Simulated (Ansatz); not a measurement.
Molecule: GeCl4, charge 0, multiplicity 1. 
Structure (B3LYP-D3(BJ)/def2-TZVP (Ansatz, an electronic-structure program) minimum search):
SMILES: [Cl][Ge]([Cl])([Cl])[Cl]
```xyz
5

Cl    -1.2365    -1.6405    -0.5769
Ge     0.0000     0.0000     0.0000
Cl     1.8419    -0.0856    -1.0738
Cl    -0.9976     1.8332    -0.4440
Cl     0.3922    -0.1071     2.0947
```

Basis-set convergence of Hartree-Fock and CCSD correlation energies (hartree) with Ansatz. Cores are frozen in the correlated levels unless marked. No spin-orbit coupling. The frozen core is the preceding noble-gas configuration, with the filled d and f shells of earlier blocks. No relativistic terms.

```csv
basis,functions,E(HF),"E(corr, CCSD)"
def2-SVP,104,-3912.70088,-0.66172
def2-TZVPP,216,-3913.60273,-0.91783
def2-QZVPP,369,-3913.69497,-0.99855
```

Extrapolating the two largest sets (X = 3 and 4) as X^-3: E(corr) = (64·(-0.99855) - 27·(-0.91783))/37 = -1.0575 Eh, an estimate of the basis-set limit. The largest set recovers 94.4 % of it, the smallest 62.6 %.
